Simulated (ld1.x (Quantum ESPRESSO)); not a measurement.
Building the PAW potential for Br (LDA (PZ), scalar-relativistic).

bromine, PAW, made with ld1.x (Quantum ESPRESSO) 7.5 (LDA (PZ), scalar-relativistic). Core [Ar], reference 3d10 4s2 4p5. Waves: 4s (bound): rcut 1.25, rcutus 1.35 bohr; 4s channel at -1.1 Ry: rcut 1.25, rcutus 1.35 bohr; 4p (bound): rcut 1.20, rcutus 1.65 bohr; 4p channel at 0.8 Ry: rcut 1.20, rcutus 1.65 bohr; 3d (bound): rcut 0.55, rcutus 0.60 bohr; 3d channel at -0.6 Ry: rcut 0.55, rcutus 0.60 bohr. Local part: all-electron potential smoothed inside 1.40 bohr (lloc = -1). Core correction: Bessel-smoothed model core inside 0.50 bohr. Augmentation charge: BG, radius 0.50 bohr.

* Cutoffs needed: over 300 Ry and over 300 Ry (the cutoffs (Ry, on a coarse ladder) from which the occupation-weighted sum of valence levels, in a spherical-Bessel basis at the reference potential, stays within 10 and 1 mRy of its value at 400 Ry)
* Ghost test: no extra level below or beside the all-electron valence levels (s, p, d, f tested) (spherical-Bessel basis up to 400 Ry, 20 bohr box)
* Configuration tests: test run stopped at test 4 of 9 (negative rho)
* Lowest eigenvalue of the overlap operator: 0.48 (s channel)
